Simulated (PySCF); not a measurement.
Isomers of C6H11F. Level of theory: PySCF 2.14.0, PBE0-D3(BJ)/def2-SVP geometry optimisation, gas phase. One conformer each; no zero-point energy, no entropy. No frequencies were run at this level. Point groups hold within 0.08 Å.

Question: Order them by energy at this level, lowest first, and give relative energies in kcal/mol.
A. `[CH3:1][CH2:2][C@@H:3]1[CH2:4][CH2:5][C@@H:6]1[F:7]` with C1–C2–C3–C4 176°, C2–C3–C4–C5 -98°, C3–C4–C5–C6 -18°, C4–C5–C6–F7 140°, C2–C3–C6–C5 97°
B. `[F:1][CH:2]1[CH2:3][CH2:4][CH2:5][CH2:6][CH2:7]1` with F1–C2–C3–C4 66°, C2–C3–C4–C5 54°, C3–C4–C5–C6 -55°, C4–C5–C6–C7 55°

Answer: B (0.0), A (25.0).

As drawn, the higher has a four-membered ring, which the lower lacks.

| SMILES | E (Eh) | E rel (kcal/mol) | dipole (D) | point group | A, B, C (MHz) |
| --- | --- | --- | --- | --- | --- |
| FC1CCCCC1 | -334.50935 | 0.0 | 1.62 | Cs | 3575, 2664, 2007 |
| CC[C@@H]1CC[C@@H]1F | -334.46945 | 25.0 | 1.55 | C1 | 3721, 2309, 1633 |
